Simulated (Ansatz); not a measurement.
System: GeTe (charge 0, singlet). 
Coordinates optimised at B3LYP-D3(BJ)/def2-TZVP (Ansatz, an electronic-structure program):
```xyz
2

Ge     0.0000     0.0000    -1.4601
Te     0.0000     0.0000     0.8985
```
Charge 0, spin multiplicity 1.

Basis-set convergence of Hartree-Fock and CCSD correlation energies (hartree) with Ansatz. Cores are frozen in the correlated levels unless marked. Spin-orbit coupling is left out. Frozen are the shells of the preceding noble gas and the d and f shells that filled before the atom's block. In def2 rows, elements after Kr have scalar-relativistic effective core potentials.

The Hartree-Fock reference is unstable (checked in the largest basis), which strains HF and MP2. The T1 diagnostic of CCSD in the largest basis is 0.030, which is high, so the coupled-cluster rows are less sure than usual.

```tsv
basis	functions	E(HF)	E(corr, CCSD)
def2-SVPD	73	-2342.13315	-0.19310
def2-TZVPPD	113	-2342.40511	-0.23281
def2-QZVPPD	186	-2342.44711	-0.24918
```

Extrapolating the two largest sets (X = 3 and 4) as X^-3: E(corr) = (64·(-0.24918) - 27·(-0.23281))/37 = -0.2611 Eh, an estimate of the basis-set limit. The largest set recovers 95.4 % of it, the smallest 73.9 %.
